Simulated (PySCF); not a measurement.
Isomers of C5H7F2NO, mass 135.050 u with the commonest isotopes. Method used: PBE0/def2-SVPD in PySCF (dipole) on a GFN2-xTB geometry, gas phase. One conformer each, none proved a minimum here; rigid rotors.

Question: Order these by rotational constant B, largest first.
A. `[F:1][CH:2]([F:3])[O:4][C:5]1=[CH:6][CH2:7][NH:8][CH2:9]1` with F1–C2–O4–C5 168°, C2–O4–C5–C6 11°, C5–C6–C7–N8 -13°, C6–C7–N8–C9 21°, C7–N8–C9–C5 -21°, O4–C5–C9–N8 -168°
B. `[CH3:1]/[C:2]([CH2:3][CH:4]([F:5])[F:6])=[N:7]\[CH:8]=[O:9]` with C1–C2–C3–C4 90°, C2–C3–C4–F5 174°, C2–N7–C8–O9 -82°
C. `[CH3:1][C@@H:2]([C:3]#[N:4])[O:5][C@@H:6]([F:7])[CH2:8][F:9]` with C1–C2–O5–C6 163°, C2–O5–C6–F7 73°, O5–C6–C8–F9 86°

Answer: C (982.5 MHz), A (888.4 MHz), B (799.7 MHz).

Question: Order these by dipole moment, largest first.
A. `[F:1][CH:2]([F:3])[O:4][C:5]1=[CH:6][CH2:7][NH:8][CH2:9]1` with F1–C2–O4–C5 168°, C2–O4–C5–C6 11°, C5–C6–C7–N8 -13°, C6–C7–N8–C9 21°, C7–N8–C9–C5 -21°, O4–C5–C9–N8 -168°
B. `[CH3:1]/[C:2]([CH2:3][CH:4]([F:5])[F:6])=[N:7]\[CH:8]=[O:9]` with C1–C2–C3–C4 90°, C2–C3–C4–F5 174°, C2–N7–C8–O9 -82°
C. `[CH3:1][C@@H:2]([C:3]#[N:4])[O:5][C@@H:6]([F:7])[CH2:8][F:9]` with C1–C2–O5–C6 163°, C2–O5–C6–F7 73°, O5–C6–C8–F9 86°

Answer: B (3.80 D), C (3.29 D), A (1.84 D).

Question: Order these by radius of gyration √(Σ m r²/M), largest first.
A. `[CH3:1]/[C:2]([CH2:3][CH:4]([F:5])[F:6])=[N:7]\[CH:8]=[O:9]` with C1–C2–C3–C4 90°, C2–C3–C4–F5 174°, C2–N7–C8–O9 -82°
B. `[F:1][CH:2]([F:3])[O:4][C:5]1=[CH:6][CH2:7][NH:8][CH2:9]1` with F1–C2–O4–C5 168°, C2–O4–C5–C6 11°, C5–C6–C7–N8 -13°, C6–C7–N8–C9 21°, C7–N8–C9–C5 -21°, O4–C5–C9–N8 -168°
C. `[CH3:1][C@@H:2]([C:3]#[N:4])[O:5][C@@H:6]([F:7])[CH2:8][F:9]` with C1–C2–O5–C6 163°, C2–O5–C6–F7 73°, O5–C6–C8–F9 86°

Answer: A (2.333 Å), C (2.247 Å), B (2.218 Å).

```
                  SMILES  point group  Ia (u·Å²)  Ib (u·Å²)  Ic (u·Å²)      κ  μa (D)  μb (D)  μc (D)
          FC(F)OC1=CCNC1           C1     116.12     568.89     643.86  -0.94    1.45    0.97    0.58
       C/C(CC(F)F)=N\C=O           C1     168.15     631.99     670.48  -0.96    0.82    2.18    3.00
C[C@@H](C#N)O[C@@H](F)CF           C1     182.56     514.37     666.51  -0.78    1.36    2.85    0.95
```
